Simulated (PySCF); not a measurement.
Write Cartesian coordinates for `COC1=COC=C(C(C)C)O1` as optimised with GFN2-xTB.

```xyz
23
C8H12O3 angstrom
C      2.9892    0.6167   -0.5881
O      2.8471   -0.6975   -0.0830
C      1.5981   -1.0775    0.2737
C      1.3693   -2.2795    0.7893
O      0.0957   -2.7231    1.1585
C     -0.8831   -1.8031    0.8643
C     -0.6727   -0.6012    0.3506
C     -1.7447    0.3987    0.0263
C     -1.7383    0.7086   -1.4720
C     -1.5336    1.6752    0.8431
O      0.6174   -0.1323    0.0531
H      4.0493    0.7297   -0.8038
H      2.6784    1.3609    0.1495
H      2.4081    0.7539   -1.5034
H      2.1395   -3.0074    0.9515
H     -1.8668   -2.1729    1.0955
H     -2.7056   -0.0480    0.2972
H     -0.7790    1.1302   -1.7609
H     -1.9097   -0.1970   -2.0492
H     -2.5201    1.4255   -1.7094
H     -0.5715    2.1178    0.5989
H     -1.5555    1.4528    1.9073
H     -2.3160    2.3966    0.6211
```

Orientation and origin are arbitrary. Atoms count from 1 in this order. The 6-membered ring C3–C4–O5–C6–C7–O11 has internal angles of 112.3° to 125.3°; it is almost planar, 0.02 Å rms from its mean plane, widest ring torsion 4°. The 6 C–O bonds span 1.353 Å (O2–C3, drawn single) to 1.415 Å (C1–O2, drawn single), a spread of 0.062 Å. Of the pairs four or more bonds apart, O11···H14 is among the closest relative to their van der Waals radii: 2.53 Å, 93 % of the sum of Bondi's values. O2 (ether oxygen) is bent (angle 116.6°).

Bonds between heavy atoms (Å): C1–O2 1.415, O2–C3 1.353, C3=C4 1.328, C4–O5 1.398, O5–C6 1.375, C6=C7 1.324, C7–C8 1.501, C8–C9 1.530, C8–C10 1.530, C7–O11 1.405, C3–O11 1.380.

Computed geometry: GFN2-xTB, gas phase.

Point group: near Cs, missed by 0.13 Å at most; the miss may be what the optimiser left on a soft mode. GFN2-xTB frequencies: not computed here. The numbers are those of one conformer (C1–O2–C3–C4 -178°, C6–C7–C8–C9 -119°).
